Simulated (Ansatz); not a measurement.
Species, as SMILES: [N]=C=O, doublet.
Atoms: N1, C2, O3. Bonds: N1-C2, C2-O3.

Basis-set convergence of the optimised N1-C2 bond length at PBE with Ansatz (a first-principles code). Cartesian d functions, on some or all atoms, in 6-31G**, 6-31+G*; all else is spherical. The program fits the integrals of some runs and decomposes those of others, by size. Open shells are unrestricted. No added dispersion term, no relativity. Reference: the value in def2-QZVPPD, 1.2321 Å, itself unsure by roughly 0.0001 Å (its mean distance from pcseg-3, def2-QZVPP, cc-pVQZ). Deviations are taken from unrounded values.

```csv
basis,functions,optimised N1-C2 bond length (Å),minus reference (Å)
STO-3G,15,1.2834,0.0513
3-21G,27,1.2429,0.0108
6-31G,27,1.2493,0.0173
cc-pVDZ,42,1.2417,0.0097
def2-SVP,42,1.2373,0.0053
pcseg-1,42,1.2379,0.0058
6-31G**,45,1.2406,0.0085
6-31+G*,57,1.2409,0.0088
def2-SVPD,63,1.2367,0.0046
aug-pcseg-1,69,1.2380,0.0059
cc-pVTZ,90,1.2324,0.0004
"6-311++G(3df,3pd)",117,1.2324,0.0004
jun-cc-pV(T+d)Z,117,1.2328,0.0007
cc-pCVTZ,129,1.2323,0.0002
aug-cc-pVTZ,138,1.2326,0.0006
aug-pcseg-2,138,1.2325,0.0004
def2-QZVPP,171,1.2320,0.0000
pcseg-3,180,1.2319,-0.0001
```
